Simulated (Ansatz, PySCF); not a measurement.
This PySCF input computes a r2SCAN/def2-TZVPD energy:

```python
from pyscf import gto, scf, dft

mol = gto.M(
    atom='''
    Si   -0.03346522    0.12575157   -0.06537641
    O    -0.48072708   -0.99813735   -1.25834980
    O     1.60428795   -0.09973126    0.31036219
    N    -0.28060602    1.70684453   -0.42029568
    N    -0.72637640   -0.69136217    1.37321379
    H    -0.54447116   -1.86539517   -0.84585296
    H     2.04026593    0.69282565   -0.01966140
    H    -1.05061114    1.93947623   -1.03576707
    H    -0.22169066   -0.42405007    2.21076523
    H    -1.69458970   -0.42880644    1.51925983
    ''',
    basis='def2-tzvpd',
    charge=-1,
    spin=0,
    verbose=4,
)

mf = dft.RKS(mol, xc='r2scan').density_fit(auxbasis='def2-universal-jkfit')
mf.grids.level = 4
mf.conv_tol = 1e-9
mf.max_cycle = 100
mf.max_memory = 1500
mf.kernel()
if not mf.converged:
    mf = mf.newton()
    mf.kernel(mf.make_rdm1())
mf.analyze()
```

**Question.** Write an input for the same energy in Ansatz (a program for electronic structure) and say what it gives.

**Answer.** 
Ansatz 0.2 input:
```yaml
crystal:
  periodic: [false, false, false]
  atoms:
    - {symbol: Si, position_ang: [-0.03346522, 0.12575157, -0.06537641]}
    - {symbol: O, position_ang: [-0.48072708, -0.99813735, -1.25834980]}
    - {symbol: O, position_ang: [1.60428795, -0.09973126, 0.31036219]}
    - {symbol: N, position_ang: [-0.28060602, 1.70684453, -0.42029568]}
    - {symbol: N, position_ang: [-0.72637640, -0.69136217, 1.37321379]}
    - {symbol: H, position_ang: [-0.54447116, -1.86539517, -0.84585296]}
    - {symbol: H, position_ang: [2.04026593, 0.69282565, -0.01966140]}
    - {symbol: H, position_ang: [-1.05061114, 1.93947623, -1.03576707]}
    - {symbol: H, position_ang: [-0.22169066, -0.42405007, 2.21076523]}
    - {symbol: H, position_ang: [-1.69458970, -0.42880644, 1.51925983]}
basis:
  gaussian:
    orbitals: def2-TZVPD
hamiltonian:
  xc: {name: r2SCAN}
total_charge: -1
output: {forces: true}
```
It gives -552.60191 Eh, and PySCF -552.60204 Eh, a difference of 0.13 mEh, from the treatment of integrals and grids.

It need not be the lowest isomer of its formula. Whether it binds its extra electron was not tested at this geometry.
